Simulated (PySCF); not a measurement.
TaCl2, SMILES [Cl][Ta][Cl] (connectivity only; charge and spin as stated), neutral, multiplicity 4.

Coordinates come from a B3LYP-D3(BJ)/def2-TZVP optimisation. The multiplicity is an assumed one; other spin states were not compared. The def2 effective core potentials stand for the cores of Ta; spin–orbit coupling is left out.

Two levels are set side by side: PBE/def2-TZVPD (PySCF) and B3LYP/def2-TZVPD (PySCF). Same geometry, gas phase. Differences are taken from unrounded values.

| quantity | B3LYP |
|---|---|
| α-spin orbital gap (eV) | 3.01 |
| β-spin orbital gap (eV) | 6.17 |
| mean polarisability (bohr³) | 76.2 |

What does PBE give, and how far is it from B3LYP? (An estimate is asked for; the answer gives what the named calculation found.)


```json
[
 {"quantity": "α-spin orbital gap (eV)", "PBE": "1.06", "PBE minus B3LYP": "-1.95"},
 {"quantity": "β-spin orbital gap (eV)", "PBE": "4.81", "PBE minus B3LYP": "-1.37"},
 {"quantity": "mean polarisability (bohr³)", "PBE": "79.9", "PBE minus B3LYP": "3.7"}
]
```

Loosely held outer electrons make PBE densities more polarisable. Differences between two approximate levels are no errors against the true value.

Rough cost on one machine, each run with all the roots and properties that it gave: B3LYP against PBE within a factor of 2.
